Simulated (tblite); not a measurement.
C₇H₁₁O (doublet state).
Numbering: `[CH3:1][C:2]#[C:3][C@@H:4]([CH3:5])[C@@H:6]([CH3:7])[O:8]` (hydrogens: H9, H10, H11 on C1; H12 on C4; H13, H14, H15 on C5; H16 on C6; H17, H18, H19 on C7)

A start from a force field or distance geometry was refined with GFN2-xTB geometry optimisation, gas phase (tblite). Values at the start:

```
 coordinate    start
      C1–C2  1.484 Å
      C1–H9  1.092 Å
      C2≡C3  1.195 Å
      C3–C4  1.493 Å
      C4–C5  1.519 Å
      C4–C6  1.512 Å
     C4–H12  1.120 Å
     C5–H13  1.109 Å
      C6–C7  1.490 Å
      C6–O8  1.399 Å
     C6–H16  1.093 Å
     C7–H17  1.124 Å
   C1–C2–C3   178.9°
   C2–C3–C4   178.2°
   C3–C4–C5   110.7°
   C3–C4–C6   111.8°
   C4–C6–C7   115.1°
   C4–C6–O8   104.9°
   C5–C4–C6   105.6°
   C7–C6–O8   109.0°
C3–C4–C6–C7      59°
```

Task: How do these coordinates change at the GFN2-xTB level?

Result: 
```csv
coordinate,GFN2-xTB (Å or °),change
C4–C6,1.653,+0.141
C6–O8,1.295,-0.104
C3–C4,1.430,-0.063
C6–C7,1.533,+0.043
C1–C2,1.443,-0.041
C7–H17,1.088,-0.036
C4–H12,1.093,-0.027
C6–H16,1.116,+0.023
C5–H13,1.089,-0.020
C2≡C3,1.204,+0.009
C1–H9,1.090,-0.002
C4–C5,1.520,+0.001
C7–C6–O8,116.3,+7.3
C4–C6–C7,108.2,-6.9
C5–C4–C6,109.3,+3.7
C4–C6–O8,107.9,+3.0
C3–C4–C6,109.6,-2.2
C3–C4–C5,112.6,+1.9
C1–C2–C3,178.0,-0.9
C2–C3–C4,177.8,-0.4
C3–C4–C6–C7,55,-4
```

The energy falls by 17.1 kcal/mol over 153 L-BFGS steps, the largest force on an atom goes from 3.42 to 0.008 eV/Å, and the atoms move by 0.443 Å rms after alignment. The bond that changes most is C4–C6 (ends: carbon bonded to 3 C and H; carbon bonded to 2 C, O and H), which lengthens by 0.141 Å. Bonds longer at the end by more than 0.005 Å: 4 of 18; shorter: 11. Among the dihedrals that turn most is C4–C6–C7–H19, from -121° to -56°. Rotational constants go from 3622, 1108, 890.4 to 3369, 1167, 912.0 MHz.

GFN2-xTB frequencies show an imaginary mode (25i cm⁻¹), so the point is no minimum at that level.

One conformer stands for the species.

These are computed values.
